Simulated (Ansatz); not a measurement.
Reaction (silylene loss): `[OH][Al]([SiH3])[Cl]` → `[OH][AlH][Cl]` + `[SiH2]`

Computed with Ansatz on PBE0-D4/def2-TZVP structures; ΔE is electronic, products minus reactants. CCSD(T)/CBS adds triple-zeta CCSD(T) − MP2 to the extrapolated MP2 energy (def2 sets, frozen cores). This one scheme is used for every species. DFT in def2-TZVPP. Each species was taken in one conformer, which may not be the lowest.

`[OH][Al]([SiH3])[Cl]`:

Z-matrix (Å, degrees):
```
Si
Al 1 2.433
H 1 1.487 2 111.1
H 1 1.489 2 110.2 3 120.2
H 1 1.489 2 110.4 3 -120.5
Cl 2 2.104 1 122.2 3 -2.6
O 2 1.687 1 119.0 3 177.5
H 7 0.957 2 124.3 1 179.6
```

`[OH][AlH][Cl]`:

Z-matrix (Å, degrees):
```
Al
O 1 1.684
Cl 1 2.096 2 119.8
H 1 1.563 2 119.3 3 180.0
H 2 0.956 1 124.3 3 0.0
```

`[SiH2]`:

```xyz
3

Si   -0.629   -0.100   -0.318
H     0.051   -0.690    0.914
H     0.578    0.790   -0.596
```

CCSD(T)/CBS gives +245.7 kJ/mol.

Q: Another level gave +267.2 kJ/mol. Which?
A. SCS-MP2/def2-TZVPP
B. r2SCAN0/def2-TZVPP
C. MP2/def2-TZVPP
D. BLYP-D4/def2-TZVPP

A: B. r2SCAN0 267.2, SCS-MP2/def2-TZVPP 240.6, BLYP-D4 233.7, MP2/def2-TZVPP 252.6 kJ/mol.

Largest T1 diagnostic among the species: 0.014.

Leaving LDA and LC-ωPBE aside and taking each functional with its dispersion term where it has one, the values, not all of them listed here, spread over 35.6 kJ/mol, from BLYP-D4 to r2SCAN0-D4. LDA lies +29.6 kJ/mol from PBE without D4. The D4 term adds +10.1 kJ/mol with B3LYP and +5.7 kJ/mol with PBE0; it sums over pairs of atoms, weighted by their polarisabilities, and B3LYP, whose exchange is more repulsive, gets the larger term.

B3LYP here is the variant with VWN-RPA as its local correlation; programs differ in this.
